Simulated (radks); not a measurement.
Coulomb parameter of the 5d shell of neutral hafnium in the model configuration [Xe] 4f14 5d3 6s1, as a second difference U = [E(n + 0.25) + E(n - 0.25) - 2 E(n)] / (0.25)^2 with all orbitals relaxed. "Bare": the charge of the atom changes with n. "Screened": the 6s shell takes up the change at fixed total charge, which measures U(5d,5d) + U(6s,6s) - 2 U(5d,6s). All-electron calculation, scalar-relativistic Kohn-Sham, PBE, spin-unpolarised, spherical densities, point nucleus. Program: a radial shooting solver on a logarithmic mesh with Libxc functionals.

case                      configuration  E - E(n) (eV)
start                 [Xe] 4f14 5d3 6s1          0.000
bare +0.25         [Xe] 4f14 5d3.25 6s1         -0.325
bare -0.25         [Xe] 4f14 5d2.75 6s1          0.687
screened +0.25  [Xe] 4f14 5d3.25 6s0.75          0.695
screened -0.25  [Xe] 4f14 5d2.75 6s1.25         -0.678

U(bare) = 5.805 eV, U(screened by 6s) = 0.263 eV, against the Slater integral F0(5d,5d) = 9.357 eV with frozen orbitals. The step up makes a negative ion, whose loosely bound charge lowers the bare value.
